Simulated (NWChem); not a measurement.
System: C3H5F; SMILES FC1CC1

The following NWChem deck was run.

```
start job
memory heap 200 mb stack 900 mb global 1100 mb
geometry units angstroms noautosym nocenter noautoz
  F     -0.198832    -1.461572     0.000000
  C      0.468914    -0.262900     0.000000
  C     -0.132853     0.878521    -0.761632
  C     -0.132853     0.878521     0.761632
  H      1.564033    -0.406869     0.000000
  H      0.533569     1.566299    -1.305338
  H     -1.094872     0.676504    -1.257561
  H     -1.094872     0.676504     1.257561
  H      0.533569     1.566299     1.305338
end
basis spherical
  * library def2-svp
end
dft
  xc xpbe96 cpbe96
  iterations 150
end
cosmo
  do_cosmo_smd true
  solvent etoac
end
task dft energy
```

Excerpt of the output:

```
             Northwest Computational Chemistry Package (NWChem) 7.3.0
             --------------------------------------------------------

                             Geometry "geometry" -> ""
                             -------------------------

 Output coordinates in angstroms (scale by  1.889725989 to convert to a.u.)

  No.       Tag          Charge          X              Y              Z
 ---- ---------------- ---------- -------------- -------------- --------------
    1 F                    9.0000    -0.19883200    -1.46157200     0.00000000
    2 C                    6.0000     0.46891400    -0.26290000     0.00000000
    3 C                    6.0000    -0.13285300     0.87852100    -0.76163200
    4 C                    6.0000    -0.13285300     0.87852100     0.76163200
    5 H                    1.0000     1.56403300    -0.40686900     0.00000000
    6 H                    1.0000     0.53356900     1.56629900    -1.30533800
    7 H                    1.0000    -1.09487200     0.67650400    -1.25756100
    8 H                    1.0000    -1.09487200     0.67650400     1.25756100
    9 H                    1.0000     0.53356900     1.56629900     1.30533800

 Effective nuclear repulsion energy (a.u.)     121.3141539162

  pbe96 is a nonlocal functional; adding pw91lda local functional.

                                 NWChem DFT Module
                                 -----------------

 Summary of "ao basis" -> "ao basis" (spherical)
 ------------------------------------------------------------------------------
       Tag                 Description            Shells   Functions and Types
 ---------------- ------------------------------  ------  ---------------------
 F                          def2-svp                 6       14   3s2p1d
 C                          def2-svp                 6       14   3s2p1d
 H                          def2-svp                 3        5   2s1p

 in cosmo_initialize ...
 calling solv_data for solv:etoac

 solvent parameters
 solvname_short: etoac
 solvname_long:  ethyl acetate
 dielec:        5.9867
 dielecinf:     1.8832
 nonaqueous SMD model solvent descriptors
 dielec:        5.9867
 sola:          0.0000
 solb:          0.4500
 solc:          0.0000
 solg:         33.6700
 solh:          0.0000
 soln:          1.3723

[...]

                                COSMO-SMD solvation results
                                ---------------------------

             internal energy in gas <Psi(g)|H|Psi(g)> =      -216.709664614564
         internal energy in solvent <Psi(s)|H|Psi(s)> =      -216.709267989159
                               delta internal energy  =         0.000396625405 (    0.25 kcal/mol)
   total free energy in solvent <Psi(s)|H+V/2|Psi(s)> =      -216.713562516742
 polarization energy contribution <Psi(s)|V/2|Psi(s)> =        -0.004294527583 (   -2.69 kcal/mol)
    total free energy in solvent including G(SMD-CDS) =      -216.715327547384
                       G(SMD-CDS) energy contribution =        -0.001765030642 (   -1.11 kcal/mol)
     1 M fixed-concentration free energy of solvation =        -0.005662932820 (   -3.55 kcal/mol)

                       DFT Final Molecular Orbital Analysis
                       ------------------------------------

 Vector   14  Occ=2.000000D+00  E=-3.198020D-01
              MO Center= -2.6D-01,  9.4D-01, -9.3D-10, r^2= 2.5D+00
   Bfn.  Coefficient  Atom+Function         Bfn.  Coefficient  Atom+Function
  ----- ------------  ---------------      ----- ------------  ---------------
    32      0.290531  3 C  px                46     -0.290531  4 C  px
    67     -0.267253  7 H  s                 72      0.267253  8 H  s
    62      0.233040  6 H  s                 77     -0.233040  9 H  s
    68     -0.124256  7 H  s                 73      0.124256  8 H  s
    33      0.120449  3 C  py                47     -0.120449  4 C  py

 Vector   15  Occ=2.000000D+00  E=-2.574124D-01
              MO Center=  5.9D-02,  2.9D-01, -4.3D-10, r^2= 2.3D+00
   Bfn.  Coefficient  Atom+Function         Bfn.  Coefficient  Atom+Function
  ----- ------------  ---------------      ----- ------------  ---------------
    34      0.244048  3 C  pz                48     -0.244048  4 C  pz
     4      0.237623  1 F  px                33      0.226217  3 C  py
    47      0.226217  4 C  py                57      0.220812  5 H  s
    18      0.197923  2 C  px                 5     -0.184359  1 F  py
     7     -0.166812  1 F  px                37      0.151823  3 C  pz

 Vector   16  Occ=2.000000D+00  E=-2.401796D-01
              MO Center=  6.2D-02, -8.2D-02, -5.7D-09, r^2= 2.2D+00
   Bfn.  Coefficient  Atom+Function         Bfn.  Coefficient  Atom+Function
  ----- ------------  ---------------      ----- ------------  ---------------
    20      0.389664  2 C  pz                 6      0.385631  1 F  pz
     9     -0.283688  1 F  pz                33      0.259641  3 C  py
    47     -0.259641  4 C  py                31     -0.232284  3 C  s
    45      0.232284  4 C  s                 36      0.154741  3 C  py
    50     -0.154741  4 C  py                23      0.118837  2 C  pz

 Vector   17  Occ=0.000000D+00  E= 4.141874D-02
              MO Center=  4.5D-01,  5.9D-01,  1.2D-10, r^2= 4.9D+00
   Bfn.  Coefficient  Atom+Function         Bfn.  Coefficient  Atom+Function
  ----- ------------  ---------------      ----- ------------  ---------------
    58      0.874726  5 H  s                 63      0.767689  6 H  s
    78      0.767689  9 H  s                 17     -0.606469  2 C  s
    68     -0.571246  7 H  s                 73     -0.571246  8 H  s
    21     -0.423322  2 C  px                22     -0.319826  2 C  py
    35     -0.312654  3 C  px                49     -0.312654  4 C  px

[...]
```

Level: PBE/def2-SVP, SMD on the gas-phase geometry. All runs use the structure optimised with PBE-D3(BJ)/def2-SVP. Solvent: ethyl acetate.
